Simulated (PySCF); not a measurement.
GaBr₂, doublet: structure and spectrum

Computed with UPBE0/[Ga def2-SVP, Br def2-SVP], no relativity, density fitting, PySCF.

The structure is a higher-order saddle point with 2 imaginary modes (one degenerate set).

```json
{
 "Point group": "D∞h",
 "Bond lengths": "Ga–Br 2.403 Å (×2)",
 "Bond angles": "Br–Ga–Br 180.0°",
 "Lowest empty level (β)": "-3.70 eV",
 "Dipole moment": "0.00 D",
 "Highest occupied level (α)": "-6.00 eV",
 "Zero-point energy (real modes)": "2.7 kJ/mol",
 "Rotational constants": "0.01849 cm⁻¹",
 "Atomisation energy without zero-point energy": "561 kJ/mol",
 "Principal polarisabilities": "44.0, 44.0, 117.7 bohr³",
 "Spin squared ⟨S²⟩": "0.754",
 "Principal quadrupole moments (Buckingham, traceless) about the centre of mass": "-9.41, 4.71, 4.71 D Å"
}
```

Harmonic modes (masses in u: Ga 68.926, Br 78.918):
```tsv
symmetry	ω (cm⁻¹)	IR (km/mol, summed over degenerate members)	μ (u)
πu	97i	–	71.68
σg+	179	0.0	78.92
σu+	275	102	71.68
```

In D∞h the vibrations span πu + σg+ + σu+. The σg+ mode carries no infrared intensity, as symmetry demands. With a centre of inversion only u modes can be infrared active and only g modes Raman active.

Charges (e):
```tsv
atom	Mulliken	Löwdin	polar tensor	spin (Mulliken)	Mayer order to Ga1
Ga1	0.46	0.06	0.84	0.45	–
Br2,3	-0.23	-0.03	-0.42	0.28	0.96
```

Mulliken populations on Ga1: s 7.66, p 12.74, d 10.15.

Outer orbital energies (eV). α occupied: -21.33, -12.52, -10.45, -8.85, -8.85, -8.55, -8.55, -6.00; empty: -2.24, -2.24, 2.21, 2.35. β occupied: -20.97, -20.94, -11.87, -9.70, -8.70, -8.70, -8.44, -8.44; empty: -3.70, -1.68, -1.68, 2.42.

This need not be the most stable arrangement of these atoms. At this level a doublet minimum of C2v symmetry lies 48 kJ/mol below this structure.

The final relaxation and frequency run took of the order of 80 core-seconds on a shared host.
